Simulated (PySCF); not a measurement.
**Calculated NMR data**

All values are calculated (PySCF): GIAO PBE0/pcSseg-1 shieldings, structure optimised with GFN2-xTB. Non-relativistic Hamiltonian, in vacuum, one computed conformer, fast rotation and ring inversion assumed for equivalent nuclei.

Scale: TMS for 1H (31.72 ppm) and 13C (186.93 ppm) (reference shieldings calculated alike). Splittings of carbon signals by F and P are missing where no couplings were computed. Where no couplings were computed, multiplicities follow the n + 1 count of equivalent neighbours, and m marks all less simple cases (inequivalent or close neighbours, rings, F or P nearby). Shifts are as computed. Against solution values, carbons near 30 ppm lie about +3 ppm off and those near 130 ppm about +5 ppm. Of 1309 compounds with measured shifts, 239 miss one by over three times the rms of a fit or turn the order of signals round; such compounds aren't used in these exercises.

Compound 1 (C$_{4}$H$_{9}$FOSi). 1H NMR (600 MHz, computed): δ 5.50 (m, 1H), 5.12 (m, 1H), 4.03 (s, 3H), 2.72 (m, 1H), 2.41 (m, 1H), 1.62 (m, 1H), 1.14 (m, 1H). 13C{1H} NMR (computed): δ 99.2 (CH), 54.7 (CH3), 31.2 (CH2), 14.5 (CH2). Structure: `InChI=1S/C4H9FOSi/c1-6-7-3-2-4(7)5/h4,7H,2-3H2,1H3/t4-,7-/m1/s1`.

Compound 2 (C$_{6}$H$_{7}$F). 1H NMR (600 MHz, computed): δ 5.30 (br s, 1H), 5.09 (br s, 1H), 4.90 (m, 1H), 2.68 (m, 1H), 2.05 (s, 3H). 13C{1H} NMR (computed): δ 157.3 (C), 156.2 (C), 114.0 (CH2), 74.3 (CH), 37.4 (CH), 26.9 (CH3). Structure: SMILES C=C(C)[C@@H]1C=C1F.
